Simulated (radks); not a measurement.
Question: These are the eigenvalues of the occupied orbitals of an atom or ion with whole-number occupations (eV). Calculated with a radial shooting solver on a logarithmic mesh with Libxc functionals: scalar-relativistic Kohn-Sham, LDA (Slater exchange, Perdew-Wang correlation), spin-polarised, spherical densities, finite nucleus; Fermi nuclear charge, rms radius of each element as measured or else 0.836 A^(1/3) + 0.57 fm.

1s up: -2086.818
1s down: -2086.540
2s up: -183.7323
2s down: -183.4123
2p up: -135.1619
2p down: -134.7623
3s up: -24.0680
3s down: -22.1013
3p up: -14.9935

Which element is it, and in what charge state? The configuration may be excited. Open shells, if any, are filled with parallel spins first.

Answer: Z = 15, phosphorus, charge +1: P+ in [Ne] 3s2 3p2. The list shows which subshells hold electrons but not how many an open one holds; the 1s level, -76.689 hartree, gives Z - s = 12.4 by -(Z - s)^2/2, which with screening and relativity narrows Z to a few neighbours, and the depths of the outer levels then fix element, charge and occupations together.
